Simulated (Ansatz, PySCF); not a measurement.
Pulling on the Mg1–H2 bond in HIMg (SMILES [MgH][I]) (multiplicity 1 held, fragments rigid). Energies count from the point at 1.682 Å.
Geometry at that point (charge 0, multiplicity 1):
```xyz
3

Mg     0.00000     0.00000    -2.02828
H      0.00000     0.00000    -3.71071
I      0.00000     0.00000     0.52925
```

R- and RO- levels are restricted; in cc, def2 and unpolarised 6-31G sets they are followed outwards from rest. Unrestricted levels (U-) break spin symmetry where that is lower. Active spaces are followed from a long bond inwards. Left out are points that failed, MP2 points that dive below the minimum, coupled-cluster points behind a jump of the amplitudes or a sharp parting from full CI or MRCI, small-basis points behind a change of solution, and semi-empirical points at long bonds. Curves can end on different states.

Correlated levels freeze the cores. Filled d and f shells under p-block atoms count as core. Rows in LANL2DZ carry no dispersion term and start afresh at each structure. LANL2DZ brings its own core potentials from Na on.

Programs: Ansatz (Gaussian orbitals); PySCF for LANL2DZ rows.  In def2 rows elements past Kr take small-core potentials, without spin–orbit coupling.

Energies in kcal/mol.

```tsv
R (Å)	U-HF/def2-TZVPPD	R-BP86/LANL2DZ	R-r2SCAN/def2-TZVPPD	U-B3LYP/def2-TZVPPD	FIC-MRCISD on CASSCF(2,2)/def2-TZVPPD	FIC-MRCISD+Q on CASSCF(2,2)/def2-TZVPPD
1.346	21.7	21.2	20.8	20.1	21.4	21.3
1.514	4.5	4.6	4.3	4.0	4.5	4.4
1.682	0.0	0.0	0.0	0.0	0.0	0.0
1.851	2.6	2.0	2.4	2.6	2.3	2.4
2.019	9.1	7.6	8.4	8.8	8.1	8.3
2.271	22.2	18.8	20.3	20.8	19.6	19.9
2.524	34.3	31.0	33.0	33.5	…	31.9
2.944	44.1	49.5	52.3	52.0	48.0	48.8
3.365	47.8	64.5	67.7	62.1	58.9	59.9
3.870	49.3	77.6	81.0	67.5	…	66.5
4.543	49.7	left out	92.1	69.8	68.1	69.3
5.384	49.8	left out	99.1	70.3	…	70.0
```

Question: What belongs in the gaps?

Answer: 
- 5.384, FIC-MRCISD on CASSCF(2,2)/def2-TZVPPD: 68.8
- 3.870, FIC-MRCISD on CASSCF(2,2)/def2-TZVPPD: 65.3
- 2.524, FIC-MRCISD on CASSCF(2,2)/def2-TZVPPD: 31.4

Doubts at one or more of the structures used: a spin-contaminated determinant (U-HF/def2-TZVPPD, U-B3LYP/def2-TZVPPD); a restricted determinant that unrestricted orbitals would lower (R-r2SCAN/def2-TZVPPD).

Ansatz is a quantum-chemistry and plane-wave program.
